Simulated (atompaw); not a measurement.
# S: one change to a PAW (atompaw) potential, before and after

atompaw 4.2.0.5 input, output lines left out:

```
S 16
LDA-PW scalarrelativistic loggrid 1500 logderivrange -3 5 201
3 3 0 0 0 0
3 1 4
0 0 0
c
c
v
c
v
1
1.45 1.15 1.25 1.20
y
3.3
n
y
4.85
n
custom rrkj gramschmidtortho sinc
2 0 troulliermartins
1.45
1.45
1.45
1.45
```

Change: wave 3p (bound): rc 1.45 bohr becomes 3p (bound): rc 1.06 bohr.

Cutoffs: the cutoffs (Ry, on a coarse ladder) from which the occupation-weighted sum of valence levels, in a spherical-Bessel basis at the reference potential, stays within 10 and 1 mRy of its value at 400 Ry; they do not see the model core or the augmentation charge, which bear on the density cutoff.

Problem. What does the change do?

Solution. The potential gets harder (18 Ry and 35 Ry → 45 Ry and 60 Ry); neither file shows a bound ghost.

| quantity | base | changed |
| --- | --- | --- |
| cutoff, loose | 18 Ry | 45 Ry |
| cutoff, tight | 35 Ry | 60 Ry |
| loose cutoff by channel (10 mRy a level) | s 10 Ry, p 12 Ry | s 10 Ry, p 30 Ry |
| bound ghosts | none | none |
| s: phases at 1.46 bohr within 0.05 rad from the reference energy up to (Ry; the scan ends near 5) | to the end of the scan | to the end of the scan |
| p: phases at 1.46 bohr within 0.05 rad from the reference energy up to (Ry; the scan ends near 5) | to the end of the scan | to the end of the scan |
| lowest overlap eigenvalue by channel | s 0.41, p 0.67 | s 0.41, p 0.25 |

 The cutoffs see the waves, projectors and local potential, not the compensation charge or the core.
